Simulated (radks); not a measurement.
Values are calculated unless marked as measured or tabulated.
Q: Radial electron density D(r) = 4 pi r^2 rho(r) of an atom or ion with 50 electrons. Code: a radial shooting solver on a logarithmic mesh with Libxc functionals. Model: scalar-relativistic Kohn-Sham, r2SCAN, spin-polarised, spherical densities, finite nucleus; meta-GGA in the generalised Kohn-Sham scheme; Fermi nuclear charge, rms radius of each element as measured or else 0.836 A^(1/3) + 0.57 fm.

r (bohr),D(r) (e/bohr),spin D(r)
0.002148,7.555,-0.0000849
0.002461,9.378,-0.000102
0.002842,11.72,-0.000121
0.003256,14.39,-0.000140
0.003731,17.56,-0.000155
0.004309,21.49,-0.000164
0.004936,25.78,-0.000156
0.005701,30.93,-0.000115
0.006531,36.31,-0.0000255
0.007543,42.43,0.000161
0.008642,48.41,0.000475
0.009981,54.67,0.00103
0.01143,60.14,0.00189
0.0131,64.80,0.00320
0.01513,68.38,0.00532
0.01733,70.16,0.00824
0.02002,70.18,0.0127
0.02293,68.59,0.0184
0.02649,65.79,0.0263
0.03035,63.05,0.0356
0.03505,61.35,0.0470
0.04015,62.08,0.0582
0.046,65.75,0.0682
0.05312,72.64,0.0747
0.06086,80.59,0.0741
0.07029,87.98,0.0636
0.08053,91.35,0.0445
0.093,89.31,0.0188
0.1066,82.51,-0.00147
0.1231,73.21,-0.00588
0.141,66.59,0.0158
0.1615,65.26,0.0622
0.1865,69.67,0.120
0.2137,75.41,0.153
0.2468,76.87,0.137
0.2828,70.02,0.0762
0.3266,55.23,0.00877
0.3741,39.69,0.00509
0.4321,28.36,0.103
0.495,25.25,0.252
0.5672,27.34,0.356
0.655,29.81,0.312
0.7504,28.62,0.139
0.8667,23.38,-0.0280
0.9929,16.91,0.000800
1.147,11.00,0.317
1.314,7.332,0.801
1.517,5.155,1.28
1.738,3.878,1.47
1.991,2.791,1.35
2.3,1.719,0.977
2.635,0.9068,0.573
3.043,0.3655,0.252
3.486,0.1209,0.0895
4.026,0.02800,0.0221
4.613,0.005194,0.00433
5.327,0.0006090,0.000533

What is the nuclear charge?

A: Z = 54. The innermost maximum, from 1s, lies near gamma/Z bohr with gamma = sqrt(1 - (Z/c)^2) = 0.919, here 0.017 bohr (found: 0.0186), and its height grows with Z. The density is that of the xenon ion Xe4+ in [Kr] 4d10 5s2 5p2; the configuration itself is not fixed sharply by these data, and Z only to a few units. D(r) has 4 maxima, at r = 0.0186, 0.0825, 0.237, 0.676 bohr, and minima at 0.0362, 0.155, 0.491 bohr, inside which lie 1.98, 11.16, 28.90 electrons.
